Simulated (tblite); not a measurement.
A tight-binding relaxation on `CB(C)NBC[SiH3]`.

Computed with GFN2-xTB geometry optimisation, gas phase (tblite 0.8.0). Start geometry: from a force field or distance geometry. The command runs a driver script over a list of jobs; the input below is this job's line of settings and its coordinates in Å.

Command:
```bash
OMP_NUM_THREADS=1 python probes_run.py task.json out
```

Input:
```
{"job": {"kind": "relax", "xc": "GFN2-xTB", "basis": "xTB"}, "charge": 0, "multiplicity": 1}
C     -2.082500     1.534600    -0.229500
B     -1.865900    -0.013600     0.020700
C     -2.677500    -1.058000    -0.851400
N     -0.549200    -0.461400     0.596200
B      0.643300    -0.147400    -0.287100
C      1.980800    -0.921500     0.079900
Si     3.445200     0.223100     0.228700
H     -2.130300     1.659600    -1.329500
H     -1.202800     2.092600     0.163600
H     -3.037400     1.832300     0.264300
H     -2.554200    -2.071400    -0.413400
H     -2.222500    -1.094500    -1.867000
H     -3.754600    -0.772900    -0.886700
H     -0.319600    -0.090400     1.536100
H      0.675400     0.948200    -0.771400
H      2.154100    -1.695700    -0.660800
H      1.876500    -1.438400     1.065400
H      3.068200     1.475400     0.900400
H      4.453200    -0.438400     1.095200
H      4.094700     0.448600    -1.066400
```

Output:
```
step      E/eV     max force
  0    -548.13305    2.291
  1    -548.38361    1.538
  2    -548.60413    1.069
  3    -548.66222    0.796
  4    -548.76518    0.721
  5    -548.83045    0.770
  6    -548.97404    1.353
  7    -549.06758    1.170
  8    -549.21681    0.903
  9    -549.28936    0.743
... (193 lines left out)
203    -550.17236    0.053
204    -550.17294    0.045
205    -550.17327    0.035
206    -550.17338    0.043
207    -550.17349    0.021
208    -550.17354    0.020
209    -550.17359    0.020
210    -550.17364    0.017
211    -550.17370    0.014
212    -550.17374    0.010
```

«max force» is the largest atomic force in eV/Å.

Task: From which step on does the largest force stay under 0.1 eV/Å, and how much energy is left to gain from there?

Result: From step 192 (0.088 eV/Å), 9.7 meV above the end.

Summary of the converged run: energy lowered by 47.1 kcal/mol over 212 steps; largest atomic force 0.010 eV/Å at the end.

Time: 1.6 s of wall time. Hardware: one thread of an Arm Neoverse V1 (shared host).
Labels such as C1 count atoms from 1, the log's own numbers from 0.
